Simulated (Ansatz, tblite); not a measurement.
Forces on Sn₂₃H₃₂ at its PBE-D4/def2-SVP geometry. Charge 0, multiplicity 1.

In the def2 sets Sn takes a core potential; there is no spin–orbit coupling. The xTB rows come from tblite. Single mean-field runs in def2-TZVP are fitted with def2-universal-jkfit.

GFN2-xTB (tblite), largest force 1.08 eV/Å:

```xyz
55
positions Å, forces eV/Å
Sn    0.467    2.387    5.075   -0.498   -0.065    0.044
Sn   -1.603    4.813    1.690   -0.025    0.070    0.278
Sn    1.452   -2.185    4.479   -0.375   -0.098    0.724
Sn   -1.759   -4.434    1.661   -0.056   -0.063    0.403
Sn   -1.735    0.199    1.689   -0.357    0.004    0.051
Sn    2.233    2.452    0.462   -0.038    0.207   -0.081
Sn    1.846   -2.156    0.643    0.084   -0.147   -1.066
Sn   -0.063    0.236   -2.781   -0.179    0.159   -0.189
Sn    0.060    4.854   -2.671   -0.014   -0.062    0.214
Sn    0.023   -4.394   -2.863    0.188   -0.053   -0.058
Sn    3.886   -2.014   -3.464   -0.112   -0.038   -0.423
Sn   -0.591   -0.111    4.268    0.414   -0.255    0.067
Sn   -3.210    2.556    1.173    0.068    0.078    0.006
Sn   -0.986    4.715    4.439    0.260   -0.170    0.000
Sn    0.707    4.789    0.074   -0.177    0.075   -0.109
Sn   -3.222   -2.110    1.006    0.088   -0.160    0.153
Sn   -0.658   -4.174    4.257    0.511    0.392    0.031
Sn    0.469   -4.523   -0.076   -0.267   -0.075    0.005
Sn   -1.443    2.608   -3.458    0.271    0.147   -0.064
Sn   -1.435   -2.092   -3.590    0.025   -0.101    0.041
Sn    0.522    0.259   -0.013    0.217   -0.094    0.124
Sn    2.429    0.303   -4.105    0.047   -0.146    0.206
Sn    2.491   -4.332   -4.225   -0.053    0.060    0.228
H     0.706    2.391    6.801    0.124    0.061   -0.396
H     2.049    2.595    4.380   -0.174    0.003    0.261
H    -2.486    6.265    1.292    0.090   -0.178   -0.047
H    -2.706   -5.865    1.338    0.071    0.194   -0.133
H     2.913    2.354    2.056    0.016   -0.052   -0.327
H     3.544    2.395   -0.679   -0.151   -0.068    0.321
H     1.624   -2.144    2.496   -0.134    0.011   -0.014
H     3.587   -2.168    0.694   -0.249    0.111    0.185
H    -0.800    6.309   -3.075    0.218   -0.260   -0.061
H     1.525    4.847   -3.606   -0.276    0.105    0.043
H    -0.868   -5.825   -3.313    0.106    0.231    0.075
H     4.060   -2.061   -1.733    0.112    0.020   -0.239
H     5.494   -1.994   -4.121   -0.221    0.021    0.286
H    -1.968   -0.359    5.319    0.204    0.230   -0.320
H    -4.587    2.591    2.234    0.218   -0.060   -0.332
H    -3.822    2.533   -0.454   -0.073   -0.025    0.292
H    -2.499    4.734    5.295    0.258    0.140   -0.111
H    -0.129    6.157    4.899   -0.277   -0.156    0.000
H     1.680    6.191    0.436   -0.031   -0.247   -0.079
H    -4.690   -2.099    1.940    0.274    0.064   -0.337
H    -3.692   -2.068   -0.668   -0.089    0.074    0.257
H    -2.036   -3.855    5.282    0.148   -0.308   -0.208
H    -0.164   -5.796    4.680   -0.343    0.232   -0.057
H     1.541   -5.860    0.256   -0.039    0.234   -0.047
H    -3.014    2.614   -2.723    0.183   -0.068   -0.244
H    -1.674    2.612   -5.182   -0.086   -0.064    0.369
H    -3.037   -2.120   -2.926    0.224    0.042   -0.232
H    -1.583   -2.063   -5.323   -0.070    0.047    0.332
H     3.308    1.723   -3.628   -0.137   -0.201   -0.211
H     2.208    0.384   -5.826    0.071    0.099    0.362
H     3.419   -5.756   -3.868   -0.121    0.209   -0.211
H     2.215   -4.308   -5.940    0.131   -0.104    0.241
```

BLYP-D4/def2-TZVP (Ansatz), largest force 0.16 eV/Å:

```
Sn 0.093 0.005 0.049
Sn -0.066 0.102 -0.023
Sn 0.142 -0.004 0.050
Sn -0.088 -0.106 0.006
Sn -0.024 0.006 0.010
Sn 0.120 -0.010 0.041
Sn 0.156 -0.002 0.018
Sn -0.025 -0.002 0.010
Sn 0.035 0.093 -0.074
Sn -0.062 -0.098 -0.028
Sn 0.138 0.007 0.057
Sn -0.067 -0.011 0.055
Sn -0.109 0.005 -0.062
Sn -0.020 0.089 0.087
Sn 0.064 0.095 0.031
Sn -0.109 -0.002 -0.077
Sn -0.030 -0.092 0.112
Sn 0.049 -0.105 0.014
Sn -0.123 0.004 -0.042
Sn -0.126 0.000 -0.035
Sn 0.001 0.008 0.003
Sn 0.040 0.103 -0.058
Sn 0.037 -0.092 -0.079
H 0.018 0.004 -0.031
H -0.039 -0.005 0.028
H 0.015 -0.019 -0.001
H 0.014 0.016 -0.005
H -0.002 -0.003 -0.049
H -0.019 -0.004 0.045
H -0.016 -0.002 -0.037
H -0.048 0.004 0.018
H 0.027 -0.020 -0.003
H -0.040 0.013 0.008
H 0.013 0.020 0.010
H -0.005 0.002 -0.066
H -0.034 -0.001 0.035
H 0.021 0.018 -0.017
H 0.016 -0.003 -0.032
H 0.000 -0.003 0.047
H 0.032 0.013 -0.009
H -0.030 -0.014 0.000
H -0.013 -0.021 -0.005
H 0.022 0.002 -0.034
H -0.002 0.003 0.049
H 0.021 -0.021 -0.016
H -0.022 0.018 -0.001
H -0.011 0.019 -0.007
H 0.041 0.002 -0.034
H -0.013 -0.004 0.036
H 0.044 0.003 -0.041
H -0.010 0.000 0.036
H -0.024 -0.031 -0.031
H 0.014 0.009 0.036
H -0.015 0.021 -0.024
H 0.019 -0.011 0.033
```

PBE0-D4/def2-TZVP (Ansatz), largest force 0.35 eV/Å:

```
Sn 0.134 0.036 0.062
Sn -0.048 0.058 -0.030
Sn -0.254 0.007 -0.149
Sn -0.006 -0.038 -0.055
Sn 0.055 -0.025 -0.036
Sn 0.083 -0.015 0.010
Sn 0.080 0.006 0.172
Sn 0.030 0.009 0.006
Sn 0.036 0.064 -0.079
Sn -0.045 -0.075 -0.011
Sn 0.099 -0.002 0.074
Sn -0.142 0.057 0.031
Sn -0.102 -0.007 -0.006
Sn -0.062 0.076 0.056
Sn 0.063 0.060 0.004
Sn -0.107 0.007 -0.022
Sn -0.127 -0.133 0.042
Sn 0.100 -0.022 0.016
Sn -0.095 -0.019 -0.050
Sn -0.089 0.006 -0.055
Sn 0.025 -0.028 -0.013
Sn 0.032 0.074 -0.066
Sn 0.024 -0.064 -0.074
H -0.045 -0.004 -0.304
H -0.279 -0.038 0.118
H 0.162 -0.269 0.074
H 0.177 0.272 0.067
H -0.128 0.014 -0.291
H -0.237 0.007 0.206
H -0.017 -0.006 -0.122
H -0.346 0.006 -0.015
H 0.150 -0.261 0.079
H -0.256 0.000 0.168
H 0.164 0.267 0.082
H -0.043 0.009 -0.299
H -0.306 -0.002 0.119
H 0.248 0.042 -0.183
H 0.248 -0.008 -0.185
H 0.123 -0.004 0.299
H 0.266 -0.007 -0.152
H -0.145 -0.265 -0.087
H -0.179 -0.259 -0.064
H 0.266 0.000 -0.165
H 0.099 -0.005 0.310
H 0.242 -0.042 -0.177
H -0.072 0.288 -0.077
H -0.197 0.250 -0.060
H 0.290 -0.002 -0.133
H 0.046 0.000 0.308
H 0.302 0.006 -0.129
H 0.034 -0.002 0.310
H -0.158 -0.254 -0.083
H 0.031 -0.018 0.309
H -0.165 0.256 -0.058
H 0.045 -0.001 0.308
```
